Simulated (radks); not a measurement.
Spherical quantum dot in the effective-mass picture: electrons in a hard-walled sphere of radius 5.55, with a point charge +2 (a donor) at the centre, all in effective atomic units (hartree* = m*/eps^2 hartree, bohr* = eps/m* bohr), one dielectric constant everywhere. Method: non-relativistic Kohn-Sham, LDA (Slater exchange, Perdew-Wang correlation), spin-polarised, spherical densities; computed with a radial shooting solver with Libxc functionals. Levels are named by radial order and angular momentum (1s, 1p, 1d, 2s, ...), and open shells are averaged over m.

N = 42, configuration 1s2 1p6 1d10 2s2 1f14 1g(up 8, down 0). This is the lowest configuration that the search found. Occupied and some empty levels:

| level | occupation | eigenvalue (hartree*) | <r> (bohr*) |
|---|---|---|---|
| 1s up | 1 | 8.8046 | 3.827 |
| 1s down | 1 | 8.8393 | 3.552 |
| 1p up | 3 | 8.8794 | 4.212 |
| 1p down | 3 | 8.9214 | 4.199 |
| 2s up | 1 | 8.9585 | 1.347 |
| 2s down | 1 | 8.9657 | 1.605 |
| 1d up | 5 | 9.0004 | 4.272 |
| 1d down | 5 | 9.0435 | 4.263 |
| 1f up | 7 | 9.1740 | 4.328 |
| 1f down | 7 | 9.2180 | 4.322 |
| 1g up | 8 | 9.3972 | 4.381 |
| 1g down | 0 | 9.4419 | 4.377 |
| 1h up | 0 | 9.6676 | 4.429 |
| 1h down | 0 | 9.7129 | 4.426 |
| 2p up | 0 | 9.7871 | 2.735 |
| 2p down | 0 | 9.7997 | 2.721 |
| 3s up | 0 | 9.8106 | 2.828 |
| 3s down | 0 | 9.8261 | 2.821 |
| 2d up | 0 | 10.130 | 3.143 |
| 2d down | 0 | 10.148 | 3.132 |

Energy (hartree*): total 192.498, kinetic 38.553, external -25.656, Hartree 195.50, exchange-correlation -15.895.
